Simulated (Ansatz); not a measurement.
```yaml
crystal:
  periodic: [false, false, false]
  atoms:
    - {symbol: Li, position_ang: [-1.045118, -1.039142, -3.599424]}
    - {symbol: Br, position_ang: [-1.487160, -1.480788, -1.200989]}
    - {symbol: Li, position_ang: [-1.133432, -1.130337, 1.299772]}
    - {symbol: Br, position_ang: [-1.392374, -1.390563, 3.812715]}
    - {symbol: Br, position_ang: [-1.393734, 1.395164, -3.810630]}
    - {symbol: Li, position_ang: [-1.131740, 1.134512, -1.297997]}
    - {symbol: Br, position_ang: [-1.479968, 1.486063, 1.203444]}
    - {symbol: Li, position_ang: [-1.035784, 1.042573, 3.601134]}
    - {symbol: Br, position_ang: [1.387838, -1.395980, -3.812232]}
    - {symbol: Li, position_ang: [1.129343, -1.134360, -1.299524]}
    - {symbol: Br, position_ang: [1.481770, -1.485963, 1.201106]}
    - {symbol: Li, position_ang: [1.041768, -1.042144, 3.599509]}
    - {symbol: Li, position_ang: [1.039547, 1.038380, -3.601240]}
    - {symbol: Br, position_ang: [1.484854, 1.480972, -1.203593]}
    - {symbol: Li, position_ang: [1.135422, 1.130649, 1.297736]}
    - {symbol: Br, position_ang: [1.398756, 1.390965, 3.810195]}
basis:
  gaussian: {orbitals: def2-TZVP, final_grid: {core_spheres: 8, valence_spheres: 7, degree: 23}}
magnetization: {spin_polarized: true, initial_magnetization: 0}
hamiltonian: {xc: {name: SVWN5}}
scf: {omitted_lower_state_checks: [starts]}
output: {forces: true}
```

```sh
$ ansatz run in.yaml --threads 4 --pin off --events-out ev --progress --plain --max-ram 6963MiB
```

Shortened log:

```
Functional definition: SVWN5
4040 factors; their error is unknown
mean field evaluation 1: about -561230.3741 eV, gradient 3.5e1 eV
mean field evaluation 2: about -561225.8858 eV, gradient 4.2e1 eV
mean field evaluation 4: about -561236.3340 eV, gradient 2.2e0 eV
mean field evaluation 8: about -561236.3462 eV, gradient 7.8e-2 eV
mean field evaluation 16: about -561236.1718 eV, gradient 2.4e-5 eV
mean field -561236.17175239 eV, -20625.0488923599 hartree, gradient 2.4e-5 eV, S^2 0.000000; 0 other end points of the search recorded, 0 dependent functions left out
reference -561236.17183267 eV, -20625.0488953100 hartree; 152, 152 occupied and 344, 344 virtual orbitals, 4040 factors
Total energy: -561236.17183267 eV, -20625.0488953100 hartree
Atom 0 at    -1.045118    -1.039142    -3.599424 Å, force     0.095465     0.095225     0.078024 eV/Å
Atom 1 at    -1.487160    -1.480788    -1.200989 Å, force     0.191582     0.190832    -0.013763 eV/Å
Atom 2 at    -1.133432    -1.130337     1.299772 Å, force     0.057072     0.056728     0.010944 eV/Å
Atom 3 at    -1.392374    -1.390563     3.812715 Å, force     0.200387     0.200003    -0.178513 eV/Å
Atom 4 at    -1.393734     1.395164    -3.810630 Å, force     0.200078    -0.200543     0.178224 eV/Å
Atom 5 at    -1.131740     1.134512    -1.297997 Å, force     0.056929    -0.057212    -0.011138 eV/Å
Atom 6 at    -1.479968     1.486063     1.203444 Å, force     0.190859    -0.191403     0.013444 eV/Å
Atom 7 at    -1.035784     1.042573     3.601134 Å, force     0.095149    -0.095582    -0.078063 eV/Å
Atom 8 at     1.387838    -1.395980    -3.812232 Å, force    -0.199775     0.200637     0.178297 eV/Å
Atom 9 at     1.129343    -1.134360    -1.299524 Å, force    -0.056881     0.056971    -0.010889 eV/Å
Atom 10 at     1.481770    -1.485963     1.201106 Å, force    -0.190786     0.191628     0.013774 eV/Å
Atom 11 at     1.041768    -1.042144     3.599509 Å, force    -0.095272     0.095472    -0.077988 eV/Å
Atom 12 at     1.039547     1.038380    -3.601240 Å, force    -0.095504    -0.095104     0.078123 eV/Å
Atom 13 at     1.484854     1.480972    -1.203593 Å, force    -0.191484    -0.190869    -0.013395 eV/Å
Atom 14 at     1.135422     1.130649     1.297736 Å, force    -0.057022    -0.056932     0.011096 eV/Å
Atom 15 at     1.398756     1.390965     3.810195 Å, force    -0.200796    -0.199852    -0.178177 eV/Å
Dipole moment:     0.000008     0.000140    -0.000030 e Å
Checks for a lower state left out: starts
```

It took 16 s on 4 threads of Arm Neoverse V1 on a shared host, peak host memory 2.1 GiB.
